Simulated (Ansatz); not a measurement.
Species: BHSeCl, charge 0, doublet. BHSeCl (SMILES Cl[B][SeH], doublet).
B3LYP-D3(BJ)/def2-TZVP minimum from Ansatz (an electronic-structure program):
```
B
Cl 1 1.7280
Se 1 1.9176 2 124.91
H 3 1.4725 1 94.84 2 180.00
```
Charge 0, spin multiplicity 2.

Property: atomisation energy (electronic, to ground-state atoms), in kJ/mol. Radicals and triplets start from unrestricted determinants; spin-orbit coupling is neglected. Correlated methods leave the cores frozen (noble-gas shells, and filled d and f shells in the p block). No relativity. CBS(X,Y): correlation extrapolated as X^-3, Hartree-Fock from the larger set. A bracket is a step between two methods taken in the basis named. For partners of very few electrons the exact lower level stands in for a higher one.

CCSD(T)/CBS(def2-TZVPP,def2-QZVPP) + [CCSDT(Q) - CCSD(T)]/def2-SVP (Ansatz) gives 1079.1 kJ/mol.

Problem. How far off this value is PBE/def2-TZVPD (Ansatz), in which direction, and how far these levels: B3LYP/def2-TZVPD, PBE0/def2-TZVPD, wB97M-V/def2-TZVPD, CCSD(T)/CBS(def2-TZVPP,def2-QZVPP)?

Solution. PBE gives 1139.4 kJ/mol, 60.3 kJ/mol above it. Differences of the others: B3LYP/def2-TZVPD (Ansatz) -6.2; PBE0/def2-TZVPD (Ansatz) 32.5; wB97M-V/def2-TZVPD (Ansatz) 3.9; CCSD(T)/CBS(def2-TZVPP,def2-QZVPP) (Ansatz) -2.4 kJ/mol.
